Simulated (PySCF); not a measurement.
Basis and Hamiltonian dependence of the excitation energy of P⁺

P⁺ [Ne] 3s2 3p2 (3P) → P⁺ [Ne] 3s1 3p3, s spin flipped. Calculated with PySCF 2.14 from differences of total energies of unrestricted determinants, without spin-orbit coupling. Values in eV.

| basis | Hamiltonian | functions | UHF | LDA | PBE0 | MP2 (valence) |
| --- | --- | --- | --- | --- | --- | --- |
| aug-cc-pV(D+d)Z | non-relativistic | 32 | 12.180 | 9.020 | 9.897 | 10.544 |
| dyall-av2z | non-relativistic | 50 | 12.178 | 9.014 | 9.892 | 10.569 |
| aug-cc-pV(T+d)Z | non-relativistic | 55 | 12.168 | 8.987 | 9.876 | 10.449 |
| x2c-QZVPPall | spin-free X2C | 70 | 12.253 | 9.074 | 9.962 | 10.520 |
| aug-cc-pwCVTZ | non-relativistic | 75 | 12.170 | 8.985 | 9.873 | 10.452 |
| dyall-acv3z | non-relativistic | 113 | 12.166 | 8.981 | 9.871 | 10.446 |

Frozen in the all-electron rows: valence: [Ne].

In the upper determinant the s electron has its spin opposite to the other open shell, which mixes two multiplicities.
